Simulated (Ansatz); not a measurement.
Reaction (redistribution): `[SiH3]O[SiH]([SiH3])Cl` + `CO[SiH](N)N` → `CO[SiH](Cl)O[SiH3]` + `N[SiH](N)[SiH3]`

Computed with Ansatz on PBE0-D4/def2-TZVP structures; ΔE is electronic, products minus reactants. CCSD(T)/CBS adds triple-zeta CCSD(T) − MP2 to the extrapolated MP2 energy (def2 sets, frozen cores). Functionals use def2-TZVPP. B3LYP here is the variant with VWN-RPA as its local correlation; programs differ in this. Each species was taken in one conformer, which may not be the lowest.

Q: Is it downhill or uphill in electronic energy at CCSD(T)/CBS, and by how much? (An estimate is asked.)

A: Ansatz gave: Nearly level: ΔE = +0.6 kcal/mol.

Q: What do these levels give: r2SCAN-D4, PBE0-D4, ωB97X-V, ωB97M-V, PBE0, B3LYP, MP2/def2-TZVPP, CCSD(T)/def2-TZVPP, MP2/def2-QZVPP, SCS-MP2/def2-QZVPP, MP2/CBS(def2), CCSD/CBS(def2)? (Estimate.)

A: Ansatz gave: r2SCAN-D4 0.3, PBE0-D4 0.7, ωB97X-V 0.8, ωB97M-V 0.8, PBE0 0.4, B3LYP 0.5, MP2/def2-TZVPP 0.7, CCSD(T)/def2-TZVPP 0.7, MP2/def2-QZVPP 0.6, SCS-MP2/def2-QZVPP 0.6, MP2/CBS(def2) 0.7, CCSD/CBS(def2) 0.6 kcal/mol.

Largest T1 diagnostic among the species: 0.012.
